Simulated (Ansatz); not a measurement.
# Ligand exchange: C3H9MgN + H3NO → C2H8MgN2 + CH4O

Species: C3H9MgN `[CH3][Mg][N](C)C`, singlet; H3NO (hydroxylamine) `NO`, singlet; C2H8MgN2 `C[N](C)[Mg][NH2]`, singlet; CH4O (methanol) `CO`, singlet. The partners trade CH3 for NH2: Mg–CH3 and O–NH2 bonds give way to Mg–NH2 and O–CH3.

Shapes, held fixed at every level: PBE0-D4/def2-TZVP. Flexible molecules stand in one conformer, not always the lowest. Programs: Ansatz 0.2.0. Electronic energies: no zero-point or thermal term.

```
                level                   kind  ΔE (kJ/mol)  less CCSD(T)/def2-TZVPP
          HF/def2-SVP           Hartree–Fock       -220.9                    -18.7
        HF/def2-TZVPP           Hartree–Fock       -220.0                    -17.8
r2SCAN0-D4/def2-TZVPP          global hybrid       -205.0                     -2.8
    B2PLYP/def2-TZVPP          double hybrid       -204.9                     -2.7
       MP2/def2-TZVPP    perturbation theory       -213.7                    -11.5
      CCSD/def2-TZVPP  coupled cluster or CI       -205.8                     -3.6
   CCSD(T)/def2-TZVPP  coupled cluster or CI       -202.2                      0.0
```

The highest level, CCSD(T)/def2-TZVPP, gives ΔE = -202.2 kJ/mol; the levels span -220.9 to -202.2. The column of differences is taken from that level and isn't an error. No measured value is set beside it here. Outer-core shells of Mg are correlated in most correlated rows, in sets that cover them unevenly.
